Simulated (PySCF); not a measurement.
Variants of one PySCF input: LiBe

Base input, run as `OMP_NUM_THREADS=1 python input.py` with PySCF 2.14:

```python
from pyscf import gto, dft, tdscf

mol = gto.M(
    atom='Li 0 0 0; Be 0 0 2.133',
    basis='def2-svp',
    charge=0,
    spin=1,
    verbose=4,
)
mf = dft.UKS(mol, xc='pw6b95')
mf.kernel()
td = tdscf.TDDFT(mf)
td.nstates = 6
td.kernel()
td.analyze()
mf.dip_moment()
print('orbital energies (hartree):', [e[max(0, n-3):n+3].round(4) for e, n in zip(mf.mo_energy, mol.nelec)])
```

Base result: E(SCF) = -22.181128 Eh, 10 cycles, ⟨S²⟩ = 0.758, μz(SCF) = -3.23 D, first excitations without spin–orbit coupling 0.38, 0.38, 1.19, 2.55, 2.55 eV. The bond length is a typed value, not an optimised one. No search for the lowest solution was made.

Hardware: Intel Xeon 6975P-C, 1 thread, shared host. Wall time 4.5 s, peak memory 0.2 GiB.

Each row names what differs from the base; energies in brackets are changes from the base.

```tsv
change	result	wall time (s)
functional: pw6b95 → pbe	E(SCF) = -22.076248 Eh, 9 cycles, ⟨S²⟩ = 0.759, μz(SCF) = -2.75 D, first excitations without spin–orbit coupling 1.31, 2.18, 2.18, 3.05, 3.05 eV	2.6
spin-free X2C: off → on [basis contracted without relativity]	E(SCF) = -22.184207 Eh, 11 cycles, ⟨S²⟩ = 0.758, μz(SCF) = -3.22 D, first excitations without spin–orbit coupling 0.38, 0.38, 1.19, 2.55, 2.55 eV	6.9
functional: pw6b95 → pbe0	E(SCF) = -22.085940 Eh, 9 cycles, ⟨S²⟩ = 0.764, μz(SCF) = -3.47 D, first excitations without spin–orbit coupling 0.39, 0.39, 1.25, 2.15, 2.15 eV	2.4
integration grid: default → (99, 590)	E(SCF) = -22.181128 Eh (+0.0000 eV), 10 cycles, ⟨S²⟩ = 0.758, μz(SCF) = -3.23 D, first excitations without spin–orbit coupling 0.37, 0.37, 1.19, 2.55, 2.55 eV	11
step after the SCF: tddft → casci; SCF type: UKS → ROHF; functional: pw6b95 → none (Hartree–Fock); active space: default → 5 electrons in 5 orbitals	not converged: SCF after 50 cycles	0.64
basis set: def2-svp → jorge-dzp-dkh; spin-free X2C: off → on	E(SCF) = -22.206999 Eh, 8 cycles, ⟨S²⟩ = 0.760, μz(SCF) = -2.57 D, first excitations without spin–orbit coupling 0.41, 0.41, 1.31, 2.49, 2.49 eV	15
step after the SCF: tddft → optimize	E(SCF) = -22.181128 Eh (+0.0000 eV), 10 cycles, ⟨S²⟩ = 0.758, all at the start geometry; optimised bond 2.591 Å with E = -22.192509 Eh after 7 steps	6.8
electric field along z (a.u.): none → 0.05 [may be another electronic state]	E(SCF) = -22.343397 Eh (-4.4155 eV), 9 cycles, ⟨S²⟩ = 0.751, μz(SCF) = 15.41 D, first excitations without spin–orbit coupling 1.22, 2.67, 2.67, 2.87, 3.20 eV	4.6
level shift (hartree): none → 5 [unsound on purpose] [may be another electronic state]	not converged: SCF after 50 cycles	8.1
PCM solvent, dielectric constant: none → 78.36; step after the SCF: tddft → analyze	E(SCF) = -22.192333 Eh (-0.3049 eV), 10 cycles, ⟨S²⟩ = 0.752, μz(SCF) = -7.99 D	2
convergence threshold: default → 0.001 [unsound on purpose]	E(SCF) = -22.181057 Eh (+0.0019 eV), 3 cycles, ⟨S²⟩ = 0.756, μz(SCF) = -2.91 D, first excitations without spin–orbit coupling 0.37, 0.37, 1.17, 2.54, 2.54 eV	5.1
step after the SCF: tddft → eomee; SCF type: UKS → UHF; functional: pw6b95 → none (Hartree–Fock); frozen orbitals: default → 0; number of roots: 6 → 8	E(SCF) = -21.969307 Eh, 14 cycles, E(CCSD) − E(SCF) = -0.04245 Eh, ⟨S²⟩ = 0.794, μz(SCF) = -4.23 D, excitation roots 0.026, 0.482, 0.482, 0.492, 0.492, 1.132, 1.139, 2.160 eV	1.2
step after the SCF: tddft → gradient	E(SCF) = -22.181128 Eh (+0.0000 eV), 10 cycles, ⟨S²⟩ = 0.758, μz(SCF) = -3.23 D, gradient on the second atom -0.0336 Eh/bohr	2.2
electric field along z (a.u.): none → 0.001	E(SCF) = -22.179990 Eh (+0.0310 eV), 9 cycles, ⟨S²⟩ = 0.759, μz(SCF) = -2.56 D, first excitations without spin–orbit coupling 0.38, 0.38, 1.19, 2.56, 2.56 eV	4.6
functional: pw6b95 → camb3lyp	E(SCF) = -22.101423 Eh, 10 cycles, ⟨S²⟩ = 0.761, μz(SCF) = -4.21 D, first excitations without spin–orbit coupling 0.41, 0.41, 1.27, 2.42, 2.42 eV	3.4
step after the SCF: tddft → nevpt2; SCF type: UKS → ROHF; functional: pw6b95 → none (Hartree–Fock); active space: default → 7 electrons in 5 orbitals	not converged: SCF after 50 cycles	1
SCF type: UKS → RKS [runs as restricted open-shell]	E(SCF) = -22.180556 Eh (+0.0156 eV), 9 cycles, μz(SCF) = -3.45 D, first excitations without spin–orbit coupling 0.38, 0.38, 1.18, 2.53, 2.53 eV	5.7
```

Problem. Order these changes by how far they move the SCF energy from the base, largest first: (1) PCM solvent, dielectric constant: none → 78.36; step after the SCF: tddft → analyze; (2) SCF type: UKS → RKS; (3) electric field along z (a.u.): none → 0.001; (4) electric field along z (a.u.): none → 0.05.

Solution. (4) -4.4155 eV, (1) -0.3049 eV, (3) +0.0310 eV, (2) +0.0156 eV.
